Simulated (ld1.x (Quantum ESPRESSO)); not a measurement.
Logarithmic derivatives: tellurium, PAW

```
Element                 : tellurium
Generator               : ld1.x (Quantum ESPRESSO) 7.5
Type                    : PAW
Functional              : PBEsol
Relativity              : scalar-relativistic
Frozen core             : [Kr] 4d10
Valence charge          : 6
Reference configuration : 5s2 5p4
Partial waves           : 5s (bound): rcut 1.40, rcutus 1.90 bohr; 5s channel at -0.55 Ry: rcut 1.40, rcutus 1.90 bohr; 5p (bound): rcut 1.85, rcutus 2.15 bohr; 5p channel at 3.35 Ry: rcut 1.85, rcutus 2.15 bohr
Local potential         : all-electron potential smoothed inside 1.60 bohr (lloc = -2)
Core correction         : Bessel-smoothed model core, default radius (core density twice the valence density)
Augmentation charge     : PSQ, inside the norm-conserving radii
```

The phase is arctan(r·u′/u) with u = r·R(r), unwrapped; energies in Ry, scanned from -3 to 5 Ry. A pole is an energy at which the radial function vanishes at the test radius. The pseudo phase is shifted by a multiple of π to meet the all-electron one at the reference energy, and phase errors are pseudo minus all-electron; the curves can meet again beyond the range given. Levels narrower than the energy grid can be missing from the lists of poles.

Q: For each channel, where are the poles, and over which energies does the pseudopotential scatter like the atom?

A:

```csv
channel,radius (bohr),reference energy (Ry),"poles, all-electron","poles, pseudo",unbroken range about the reference energy with phases within 0.05 rad,phase error 1 Ry above the reference energy (rad)
s,2.35,-1.11,0.58,0.58,below 3.7,-0.000
p,2.35,-0.44,2.10,2.10,the whole range,-0.000
```

Note: ghost state, extra bound levels that the all-electron valence spectrum of the same l lacks: d at -1.49 eV. A true bound ghost makes a file unfit for plane-wave use.

Phases in the s channel:

```tsv
E (Ry)	all-electron	pseudo
-3.00	1.173	1.173
-2.52	1.058	1.058
-2.04	0.802	0.802
-1.56	0.058	0.057
-1.08	-0.931	-0.931
-0.60	-1.306	-1.306
-0.12	-1.458	-1.458
0.36	-1.542	-1.543
0.84	-1.599	-1.600
1.32	-1.644	-1.645
1.80	-1.685	-1.686
2.28	-1.726	-1.728
2.76	-1.772	-1.778
3.24	-1.829	-1.845
3.72	-1.910	-1.957
4.20	-2.042	-2.247
4.68	-2.294	-3.892
```
